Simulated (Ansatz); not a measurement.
`C[C]1=[CH][GeH2]1` + HCl → `Cl[C]1=[CH][GeH2]1` + CH₄  (substitution at a C–C bond)

Calculated with Ansatz (gas phase, PBE0-D4/def2-TZVP geometries, no zero-point term in ΔE). CBS: MP2 limit from def2 TZ/QZ plus the TZ coupled-cluster correction, frozen cores. This one scheme is used for every species. Functionals use def2-TZVPP. B3LYP here is the variant with VWN-RPA as its local correlation; programs differ in this. For Ge outer-core shells are correlated without core-valence functions, which leaves a few kJ/mol of doubt a bond. Scalar relativity is left out up to krypton.

Task: Is it downhill or uphill in electronic energy at CCSD(T)/CBS, and by how much? (Best estimate.)

Result: The calculation gave: Uphill: ΔE = +5.5 kcal/mol.

Task: What do these levels give: PBE-D4, r2SCAN-D4, PBE0-D4, B3LYP-D4, ωB97X-V, B2PLYP, PBE0, B3LYP, CCSD(T)/def2-TZVPP, HF/def2-QZVPP, HF/CBS(def2), MP2/CBS(def2)? (Best estimate.)

Result: Ansatz gave: PBE-D4 2.7, r2SCAN-D4 3.3, PBE0-D4 4.4, B3LYP-D4 3.6, ωB97X-V 4.9, B2PLYP 4.0, PBE0 4.2, B3LYP 3.4, CCSD(T)/def2-TZVPP 5.6, HF/def2-QZVPP 6.4, HF/CBS(def2) 6.4, MP2/CBS(def2) 5.0 kcal/mol.

Largest T1 diagnostic among the species: 0.013.

From PBE to PBE0 (25 % exact exchange), in def2-TZVPP and without D4, ΔE moves by +1.7 kcal/mol.
